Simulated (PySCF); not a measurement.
Input of a response calculation (the driver script's job line, then coordinates in Å):

```
{"job": {"kind": "uv", "xc": "CAM-B3LYP", "basis": "def2-SVPD", "ip": false}, "charge": 0, "multiplicity": 1}
O     -0.074476    -1.049765     1.685421
P      0.218992    -0.191992     0.487953
C     -1.271827     0.250772    -0.479426
C     -2.185684     1.106074     0.405657
C     -3.511402     1.418593    -0.279161
C     -4.219803     0.146402    -0.729121
C     -3.321507    -0.692202    -1.629977
C     -1.992189    -1.014828    -0.954909
C      1.427716    -0.946550    -0.675233
C      2.517883    -1.684319     0.110180
C      3.544187    -0.731640     0.711552
C      4.149099     0.179199    -0.351509
C      3.070311     0.958153    -1.096936
C      2.015405     0.031044    -1.699040
H      0.757048     1.098082     0.792748
H     -0.946759     0.846710    -1.353210
H     -2.368685     0.552248     1.343255
H     -1.671735     2.039624     0.689693
H     -4.155109     2.000167     0.400274
H     -3.324556     2.061778    -1.158462
H     -5.161403     0.392099    -1.246119
H     -4.496799    -0.447921     0.160016
H     -3.828485    -1.626989    -1.918862
H     -3.129199    -0.139829    -2.567918
H     -2.162686    -1.661081    -0.076371
H     -1.352484    -1.587967    -1.645713
H      0.818817    -1.703175    -1.200142
H      3.028171    -2.379325    -0.580399
H      2.042702    -2.291925     0.895210
H      3.063510    -0.121252     1.497352
H      4.333354    -1.308337     1.219597
H      4.716934    -0.436244    -1.073341
H      4.874966     0.873980     0.100721
H      2.592177     1.666705    -0.398658
H      3.518663     1.573247    -1.893627
H      2.483339    -0.564365    -2.503201
H      1.219709     0.618988    -2.186945
```

Output (SCF cycles cut):

```
converged SCF energy = -886.9788779638

Static polarisability (au): isotropic 160.158, principal 143.749 145.340 191.384

Singlet excitations
state   eV       nm        f      main configurations
  1   7.0953    174.7   0.02090   H->L+3 0.46, H->L+4 0.22
  2   7.1770    172.8   0.00805   H-1->L+3 0.47, H-1->L+4 0.23
  3   7.2584    170.8   0.00176   H->L+1 0.70
  4   7.3797    168.0   0.01174   H->L 0.75
  5   7.4871    165.6   0.04609   H-1->L+1 0.63, H-1->L 0.12
  6   7.7135    160.7   0.00201   H-1->L 0.70, H-1->L+1 0.11
  7   8.0175    154.6   0.03207   H->L+2 0.66
  8   8.0931    153.2   0.02897   H-1->L+2 0.43, H-1->L+9 0.14
  9   8.1524    152.1   0.00095   H->L+3 0.24, H->L+6 0.19, H->L+4 0.13
 10   8.3892    147.8   0.01218   H-1->L+3 0.18, H-1->L+6 0.11, H-1->L+4 0.10

Triplet excitations (Tamm-Dancoff, eV): 6.7686 6.8136 7.0288 7.1498
```

Theory: PySCF 2.14.0, density-fitted response routines, TDDFT CAM-B3LYP/def2-SVPD, vertical, gas phase, core orbitals frozen in the response. One conformer (not necessarily the lowest) at the PBE0-D3(BJ)/def2-SVP geometry, without solvent, vibrations or thermal averaging.

What is the polarisability anisotropy, √(½[(α1 − α2)² + (α2 − α3)² + (α3 − α1)²])?

46.86 au.

How many basis functions and electrons does this run hold?

471 basis functions for 118 electrons in 59 doubly occupied orbitals.

What transition dipole goes with state 5?

|μ|² = 3f / (2ΔE) = 3 × 0.0461 / (2 × 0.2751) = 0.251 au, so |μ| = 1.27 D.

What is the total energy of state 9 at this geometry?

-886.97888 + 0.29960 = -886.67928 hartree.

Which orbital energies lie behind H and L?

HOMO -8.65 eV and LUMO 1.08 eV, a gap of 9.74 eV; state 1 differs from that by -2.64 eV.

Which species is it?

dicyclohexylphosphine oxide, `C1C(CCCC1)[PH](C1CCCCC1)=O` (C12H23OP), point group C1.

H and L stand for HOMO and LUMO.
